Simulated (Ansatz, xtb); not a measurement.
# BF2HSi: where a starting geometry ends

The starting geometry of this gas-phase singlet has its atoms placed at random.

```xyz
5

B     0.8414   -1.3904    0.6038
F     0.5472    0.6441    1.1616
F     0.1887   -0.7765    1.7317
Si    1.0527    0.4362   -0.6962
H    -0.6717    1.3147   -0.7289
```

**Question.** Guess where an optimisation with r2SCAN-D4/def2-SVP ends from this start.

**Answer.** It ends as a structure given below by its coordinates. Distances that change by over a tenth: B1–F3 (1.44 → 1.28 Å). Contacts that close: B1–Si4 (2.25 → 1.98 Å), F2–Si4 (1.94 → 1.65 Å), Si4–H5 (1.94 → 1.51 Å).

The energy falls by 7.92 eV over 18 steps:

| step | E − E(last) (eV) |
| --- | --- |
| 1 | 7.924 |
| 3 | 1.760 |
| 5 | 0.603 |
| 7 | 0.297 |
| 9 | 0.210 |
| 10 | 0.190 |
| 12 | 0.075 |
| 14 | 0.012 |
| 16 | 0.000 |
| 18 | 0.000 |

Final geometry (Å):

```xyz
5

B     0.1353   -0.8885    1.0032
F     1.1488    1.8584    0.7323
F     0.2157   -2.0729    1.4719
Si    0.8646    0.5215   -0.1832
H    -0.4061    0.8096   -0.9523
```

From the same start GFN2-xTB reaches the same bonding as this run.

From so rough a start the end depends on the optimiser's path, so another program may land elsewhere. The end wasn't checked by frequencies. Run with Ansatz 0.2.0, 20 s on 1 thread of Intel(R) Xeon(R) 6975P-C (Granite Rapids), on a shared host.
